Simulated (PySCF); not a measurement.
# Vertical excitation energies

Compound: C₅H₁₄OSi.
Numbering: `[CH3:1][CH2:2][O:3][Si:4]([CH3:5])([CH3:6])[CH3:7]` (hydrogens: H8, H9, H10 on C1; H11, H12 on C2; H13, H14, H15 on C5; H16, H17, H18 on C6; H19, H20, H21 on C7)

Computed, not measured: TDDFT wB97X-D/def2-SVPD, vertical, gas phase, core orbitals frozen in the response (PySCF 2.14.0, density-fitted response routines). One conformer (not necessarily the lowest) at the PBE0-D3(BJ)/def2-SVP geometry, without solvent, vibrations or thermal averaging. Torsions of this conformer, `[CH3:1][CH2:2][O:3][Si:4]([CH3:5])([CH3:6])[CH3:7]`: C1–C2–O3–Si4 -177°, C2–O3–Si4–C5 180°.

| state | E (eV) | λ (nm) | f | \|μ\| (D) | main configurations (H = HOMO, L = LUMO) |
| --- | --- | --- | --- | --- | --- |
| S1 | 7.57 | 163.7 | 0.010 | 0.60 | H→L (84%) |
| S2 | 8.17 | 151.7 | 0.040 | 1.14 | H-1→L (78%), H→L+3 (12%) |
| S3 | 8.35 | 148.6 | 0.053 | 1.30 | H→L+1 (41%), H-2→L (28%), H→L+5 (10%) |
| S4 | 8.45 | 146.8 | 0.010 | 0.57 | H→L+2 (42%), H→L+1 (21%), H→L+5 (13%) |
| S5 | 8.60 | 144.1 | 0.024 | 0.86 | H→L+3 (71%), H-1→L (10%) |
| S6 | 8.67 | 143.0 | 0.0013 | 0.20 | H→L+5 (28%), H→L+2 (27%), H→L+6 (11%) |
| S7 | 8.75 | 141.6 | 0.098 | 1.72 | H-3→L (45%), H-1→L+1 (35%), H-1→L+5 (9%) |
| S8 | 9.04 | 137.2 | 0.041 | 1.09 | H-2→L (38%), H→L+1 (19%), H-1→L+3 (12%) |
| S9 | 9.11 | 136.1 | 0.0041 | 0.34 | H-1→L+2 (49%), H-1→L+5 (21%) |
| S10 | 9.26 | 133.9 | 0.0064 | 0.43 | H-1→L+3 (66%) |

Triplets (Tamm–Dancoff): T1 7.49 eV, H→L (81%); T2 8.03 eV, H-1→L (72%), H→L+3 (14%); T3 8.16 eV, H→L+5 (38%), H→L+2 (14%), H-2→L (10%); T4 8.25 eV, H→L+1 (53%), H-2→L (21%), H→L+4 (10%).

The lowest singlet comes at 164 nm (731 kJ/mol) in the vacuum ultraviolet; it is weak; its leading configuration is HOMO→LUMO (84%). The most intense listed level is S7 at 8.75 eV (142 nm, f = 0.098), 1.18 eV above S1. Löwdin shares by element: HOMO oxygen 45%, carbon 29% or more (atoms not listed hold the other 26%); LUMO carbon 26% or more, silicon 17% (atoms not listed hold the other 57%). The oscillator strengths of these states sum to 0.289; summed over the whole spectrum of an exact calculation they would give the number of electrons, 66 (Thomas–Reiche–Kuhn). Of the 10 states listed, 7 reach f = 0.01 and none stays under 0.0005. The listed states span 1.69 eV, and the widest gap between neighbours is 0.60 eV (S1 to S2). The vertical ionisation energy (ΔSCF) is 9.55 eV, 0.29 eV above S10. The window holds the lowest 10 singlets.
